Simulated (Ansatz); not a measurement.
Input for Ansatz (a first-principles code): R-CCSD(T)/cc-pVDZ on AsBF2H2 (SMILES FB(F)[AsH2]), a point of a torsion scan. The run froze 17 orbitals, filled d shells among them.

Ansatz 0.2 input:
```yaml
crystal:
  periodic: [false, false, false]
  atoms:
    - {symbol: F, position_ang: [-1.54563545, -1.05378515, 0.49838074]}
    - {symbol: B, position_ang: [-0.85306748, -0.05537421, -0.01029051]}
    - {symbol: F, position_ang: [-1.60906063, 0.86912073, -0.56956000]}
    - {symbol: As, position_ang: [1.17212667, 0.08203762, 0.09076498]}
    - {symbol: H, position_ang: [1.11099219, 0.07691471, 1.59288975]}
    - {symbol: H, position_ang: [1.32312191, -1.41176245, 0.14430496]}
basis:
  gaussian:
    orbitals: cc-pVDZ
magnetization: {spin_polarized: false}
correlation: {method: ccsd_t, electrons: outside_noble_gas}
scf: {lower_state_search: off}
```

The log:

```
WARN ansatz: RAYON_NUM_THREADS=1 ignored (pool sized by the plan → 1); use --threads N
Functional definition: HF
these checks for a lower state are left out or cut short: stability, starts, cluster_reference, orbital_swaps, neighbouring_geometries, increment
integrals: 0.07 GiB planned
802 factors; integrals over basis functions are off by at most 9.2e-4 eV
mean field: 0.23 GiB planned
mean field evaluation 1: about -66910.9333 eV, gradient 3.1e1 eV
mean field evaluation 2: about -66910.9964 eV, gradient 3.1e1 eV
mean field evaluation 4: about -66913.1318 eV, gradient 2.3e0 eV
mean field evaluation 8: about -66913.1665 eV, gradient 1.2e-1 eV
mean field -66913.16664350 eV, -2459.0135187751 hartree, gradient 6.8e-6 eV, S^2 0.000000; 0 other end points of the search recorded, 0 dependent functions left out
17 core orbitals not correlated
reference -66913.16664350 eV, -2459.0135187751 hartree; 12, 12 occupied and 50, 50 virtual orbitals, 802 factors
second order -15.34494065 eV of doubles, -0.00000000 eV of singles
coupled cluster: 0.17 GiB planned
cycle   1  -15.63443392 eV  change   -2.9e-1 eV  update   9.8e-2
cycle   2  -16.02244258 eV  change   -3.9e-1 eV  update   2.9e-2
cycle   3  -16.12208412 eV  change   -1.0e-1 eV  update   1.6e-2
cycle   4  -16.11479674 eV  change    7.3e-3 eV  update   3.6e-3
cycle   5  -16.11308194 eV  change    1.7e-3 eV  update   1.3e-3
cycle   6  -16.11323465 eV  change   -1.5e-4 eV  update   3.6e-4
cycle   7  -16.11306400 eV  change    1.7e-4 eV  update   1.1e-4
cycle   8  -16.11302137 eV  change    4.3e-5 eV  update   3.9e-5
cycle   9  -16.11304620 eV  change   -2.5e-5 eV  update   1.3e-5
perturbative correction -0.35178266 eV, -0.0129277742 hartree
Total energy: -66929.63147235 eV, -2459.6185900752 hartree
Checks for a lower state left out: stability, starts, cluster_reference, orbital_swaps, neighbouring_geometries, increment
```

The run converged.

Cost: roughly 3 core-seconds.
